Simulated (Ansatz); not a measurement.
Mulliken charges of BF2H4NSi, SMILES `N[SiH2]B(F)F` from r2SCAN/def2-TZVPP in Ansatz (PBE0-D4/def2-TZVP geometry).

```csv
atom,x (Å),y (Å),z (Å),charge (e)
N1,0.649,0.425,1.461,-0.445
Si2,0.232,-0.628,0.165,0.307
B3,-0.749,0.208,-1.420,0.479
F4,-1.122,-0.512,-2.465,-0.251
F5,-1.053,1.495,-1.474,-0.246
H6,-0.079,0.790,2.055,0.155
H7,1.370,1.115,1.325,0.155
H8,1.484,-1.234,-0.366,-0.077
H9,-0.643,-1.706,0.702,-0.076
```

Task: By hand: the dipole of these point charges (1 e Å = 4.8032 D).

Result: Σ q r = (0.099, -0.002, 0.200) e Å, of length 0.223 e Å = 1.07 D.

Task: How does the dipole of the full density compare? (Best estimate.)

Result: The calculation gave: (0.094, 0.185, 0.270) e Å, 1.64 D; the point charges give 0.65 times that, at 34° from its direction.

Point charges leave out the atoms' own dipoles, such as those of lone pairs, and Mulliken's split depends on the basis, so the two needn't agree.
